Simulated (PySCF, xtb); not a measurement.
C3H5FSi, SMILES FC=C=C[SiH3].

GFN2-xTB (xtb 6.7.1) at its own geometry gives an orbital gap of 3.92 eV and a dipole moment of 2.72 D.

Coordinates come from a B3LYP-D3(BJ)/def2-SVP optimisation. The structure was generated by enumeration, and PubChem lists no compound with its InChIKey, so it may never have been made.

Task: What does PBE0/def2-TZVP run with PySCF give? (The exact figures need the calculation; the answer reports its results.)

Result: gap 6.19 eV (levels -7.28 and -1.09 eV), dipole 1.55 D.
